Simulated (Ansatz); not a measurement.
Relaxation of CH₂BF₄O (9 atoms, charge 0, multiplicity 2), to a largest force component of 0.03 eV/Å in at most 50 steps.

These are results of Ansatz 0.2.0, UKS B3LYP/def2-SVP, not measurements.

```xyz
9
Properties=species:S:1:pos:R:3
B 0.060 -0.137 -0.446
H -0.179 -0.091 1.936
O 1.050 -0.373 -1.313
H 1.866 -0.688 -0.901
F -1.116 0.287 -0.857
C -0.062 -0.011 3.037
F -0.675 -1.029 3.645
F 1.237 -0.044 3.358
F -0.581 1.133 3.487
```

Where does it end, and by what steps?

It converged. After 24 steps the energy has fallen by 0.141 eV; H4 moved furthest, 1.39 Å.

```
step  energy less start (eV)  largest force component (eV/Å)  accepted
   0                  0.0000                           0.139       yes
   1                 -0.0213                           0.127       yes
   2                 -0.0193                           0.365        no
   3                 -0.0237                           0.076       yes
   4                 -0.0251                           0.084       yes
   5                 -0.0244                           0.286        no
   6                 -0.0256                           0.040       yes
   7                 -0.0263                           0.098       yes
   8                 -0.0268                           0.069       yes
   9                 -0.0269                           0.169       yes
  10                 -0.0280                           0.107       yes
  11                 -0.0289                           0.203       yes
  12                 -0.0303                           0.186       yes
  13                 -0.0332                           0.334       yes
  14                 -0.0380                           0.341       yes
  15                 -0.0399                           0.308       yes
  16                 -0.0542                           0.241       yes
  17                 -0.0666                           0.480       yes
  18                 -0.0749                           0.866       yes
  19                 -0.1178                           0.119       yes
  20                 -0.1189                           0.106       yes
  21                 -0.1291                           0.343       yes
  22                 -0.1398                           0.161       yes
  23                 -0.1411                           0.057       yes
  24                 -0.1413                           0.014       yes
```

```xyz
9
Properties=species:S:1:pos:R:3
B -0.239 -0.041 -0.722
H -0.788 0.094 2.165
O 1.057 -0.323 -0.576
H 1.343 -0.360 0.349
F -0.809 0.056 -1.904
C -0.006 -0.047 2.930
F -0.260 -1.106 3.690
F 1.187 -0.253 2.315
F 0.114 1.028 3.701
```

Time of the run: 46 s on 4 threads of Arm Neoverse V2, with other jobs on the host, peak memory 0.34 GiB.
